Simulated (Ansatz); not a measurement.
Ansatz results at the PBE0-D4/def2-TZVP geometry: HOMO energy (B3LYP/def2-TZVPP) -6.12 eV; size of the dipole moment (B3LYP/def2-TZVPP) 1.32 D; HOMO energy (ωB97M-V/def2-TZVPP) -8.56 eV.

Each molecule was computed in one conformer, which needn't be the lowest.

(1) Which molecule gave them?
A. `CSC(F)(F)F`
B. `C=CCSCC`
C. `CCSB(O)O`
D. `F[Si](F)(F)S[Si](F)(F)F`

Answers

(1) B. The others give `CSC(F)(F)F`: -7.28, 2.31, -9.77; `CCSB(O)O`: -6.72, 0.42, -9.15; `F[Si](F)(F)S[Si](F)(F)F`: -8.93, 0.93, -11.41.

B3LYP here is the variant with VWN-RPA as its local correlation; programs differ in this.
